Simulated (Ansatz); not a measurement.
Geometry optimisation, RKS PBE0/def2-SVP (Ansatz 0.2.0).

input.yaml

```yaml
crystal:
  periodic: [false, false, false]
  atoms:
    - { symbol: B, position_ang: [-0.4735, 1.4966, 0.7481] }
    - { symbol: O, position_ang: [-0.8139, 0.5538, -0.3056] }
    - { symbol: Si, position_ang: [-2.03667, 1.35086, -1.16999] }
    - { symbol: S, position_ang: [-2.80546, 0.14908, -2.73689] }
    - { symbol: H, position_ang: [-1.1289, 1.5212, 1.7316] }
    - { symbol: H, position_ang: [0.2763, 2.4072, 0.5417] }
    - { symbol: H, position_ang: [-3.21804, 1.66361, -0.25229] }
    - { symbol: H, position_ang: [-1.57955, 2.63951, -1.68695] }
    - { symbol: H, position_ang: [-3.1151, -0.85219, -1.86698] }
basis:
  gaussian: { orbitals: def2-SVP }
hamiltonian:
  xc: pbe0
relax:
  f_tol: 0.015
  max_steps: 40
output:
  orbitals: {}
```

Command:

```bash
$ ansatz run input.yaml --threads 1 --pin off --max-ram 2048MiB --backend cpu --events-out ev --progress --plain --runs-dir out
```

**Question.** Where does it end, and by what steps?

**Answer.** The forces met the threshold. After 19 steps the energy has fallen by 0.890 eV; O2 moved furthest, 1.16 Å.

```csv
step,energy less start (eV),largest force component (eV/Å),accepted
0,0.0000,2.443,yes
1,-0.2303,1.875,yes
2,-0.4173,1.163,yes
3,-0.5809,0.831,yes
4,-0.6587,0.338,yes
5,-0.7261,0.107,yes
6,-0.7568,0.077,yes
7,-0.7723,0.277,yes
8,-0.7368,0.679,no
9,-0.7903,0.208,yes
10,-0.8060,0.321,yes
11,-0.8453,0.190,yes
12,-0.8752,0.228,yes
13,-0.8851,0.111,yes
14,-0.8879,0.104,yes
15,-0.8849,0.190,no
16,-0.8891,0.025,yes
17,-0.8893,0.027,yes
18,-0.8896,0.021,yes
19,-0.8896,0.013,yes
```

```xyz
9
Properties=species:S:1:pos:R:3
B -0.438 1.457 0.852
O -1.619 1.136 0.284
Si -2.309 1.537 -1.195
S -2.269 -0.114 -2.544
H -0.179 0.978 1.933
H 0.330 2.209 0.283
H -3.704 1.948 -0.891
H -1.520 2.613 -1.856
H -3.188 -0.834 -1.863
```

Run time: 3.4 min on 1 CPU thread of a shared host.
